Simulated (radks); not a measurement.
Values are calculated unless marked as measured or tabulated.
Ionisation of Pm+, [Xe] 4f5 6s1, to Pm2+, [Xe] 4f5, under several functionals. Scalar-relativistic Kohn-Sham, spin-polarised, spherical densities, finite nucleus; open shells are filled with parallel spins first (spin-orbit coupling, left out, can overturn this in heavy ions); a radial shooting solver on a logarithmic mesh with Libxc functionals.

| functional | E(Pm+) (hartree) | Exc (hartree) | IE (eV) | -e(HOMO) (eV) | <r> HOMO (bohr) | IE error (eV) |
|---|---|---|---|---|---|---|
| PBEsol | -10016.3250 | -225.0698 | 11.155 | 8.727 | 3.891 | +0.217 |
| exchange-only LDA | -10006.9282 | -215.5872 | 10.772 | 8.139 | 1.044 | -0.166 |
| PBE | -10019.9210 | -228.6842 | 11.215 | 8.683 | 3.914 | +0.277 |
| SOGGA | -10015.8697 | -224.6114 | 11.076 | 8.626 | 3.908 | +0.138 |
| LDA (Slater exchange, Perdew-Wang correlation) | -10012.8587 | -221.5959 | 11.398 | 8.898 | 3.870 | +0.460 |
| exchange-only B88 | -10017.5886 | -226.3070 | 10.843 | 8.213 | 1.042 | -0.095 |

NIST Atomic Spectra Database: 10.94 eV (semi-empirical). Closest: exchange-only B88. The Delta-SCF values span 0.63 eV, the total energies 12.99 hartree. The highest occupied level is 6s. Open shells are spherical and high-spin; term and fine-structure splittings are not resolved. Spin-orbit splitting is averaged out at the scalar-relativistic level.
